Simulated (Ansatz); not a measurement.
Ansatz (a quantum-chemistry and plane-wave program) input (CCSD(T)/cc-pV(Q+d)Z):
A basis named .json is the Basis Set Exchange file of that set.

Ansatz 0.2 input:
```yaml
crystal:
  periodic: [false, false, false]
  atoms:
    - {symbol: Si, position_ang: [2.37977192, 0.06597000, -0.52710352]}
    - {symbol: O, position_ang: [1.18790875, 0.55350952, 0.48917199]}
    - {symbol: Si, position_ang: [-0.16101498, 0.14949391, 1.31188641]}
    - {symbol: O, position_ang: [-1.29041088, -0.46129287, 0.30642861]}
    - {symbol: Si, position_ang: [-2.18424083, -0.24648637, -1.05222066]}
    - {symbol: H, position_ang: [1.85075505, -0.03832188, -1.90579494]}
    - {symbol: H, position_ang: [2.90383769, -1.25417890, -0.10515758]}
    - {symbol: H, position_ang: [3.46462882, 1.06852909, -0.48454270]}
    - {symbol: H, position_ang: [0.15404857, -0.89547664, 2.30442092]}
    - {symbol: H, position_ang: [-0.67171479, 1.37879126, 1.94768412]}
    - {symbol: H, position_ang: [-2.74862337, 1.12315193, -1.08244318]}
    - {symbol: H, position_ang: [-3.28111234, -1.23678719, -1.04711056]}
    - {symbol: H, position_ang: [-1.33502798, -0.44912666, -2.24773232]}
basis:
  gaussian:
    orbitals: cc-pV_Q+d_Z.json
magnetization: {spin_polarized: false}
correlation: {method: ccsd_t, electrons: outside_noble_gas}
```

Output:

```
Functional definition: HF
integrals: 15.04 GiB planned
3224 factors; integrals over basis functions are off by at most 1.0e-3 eV
5.55 GiB of device memory are held for the factors and their scratch space
mean field: 5.61 GiB planned
mean field evaluation 1: about -27791.5318 eV, gradient 5.0e1 eV
mean field evaluation 2: about -27791.7102 eV, gradient 5.1e1 eV
mean field evaluation 4: about -27796.8638 eV, gradient 4.1e0 eV
mean field evaluation 8: about -27796.9310 eV, gradient 9.4e-2 eV
mean field evaluation 16: about -27794.9119 eV, gradient 3.3e1 eV
mean field -27796.93106539 eV, -1021.5183752166 hartree, gradient 2.5e-6 eV, S^2 0.000000; 0 other end points of the search recorded, 0 dependent functions left out
17 core orbitals not correlated
reference -27796.93106539 eV, -1021.5183752166 hartree; 16, 16 occupied and 509, 509 virtual orbitals, 3224 factors
second order -24.67343354 eV of doubles, -0.00000000 eV of singles
coupled cluster: 119.57 GiB planned
cycle   1  -25.16822967 eV  change   -4.9e-1 eV  update   1.1e-1
cycle   2  -25.85393780 eV  change   -6.9e-1 eV  update   3.3e-2
cycle   3  -25.99868712 eV  change   -1.4e-1 eV  update   1.6e-2
cycle   4  -25.97822456 eV  change    2.0e-2 eV  update   3.2e-3
cycle   5  -25.97768441 eV  change    5.4e-4 eV  update   1.4e-3
cycle   6  -25.97830326 eV  change   -6.2e-4 eV  update   3.5e-4
cycle   7  -25.97806117 eV  change    2.4e-4 eV  update   1.4e-4
cycle   8  -25.97801624 eV  change    4.5e-5 eV  update   3.8e-5
cycle   9  -25.97803836 eV  change   -2.2e-5 eV  update   1.5e-5
perturbative correction -0.91039405 eV, -0.0334563641 hartree
Total energy: -27823.81949780 eV, -1022.5065068819 hartree
```
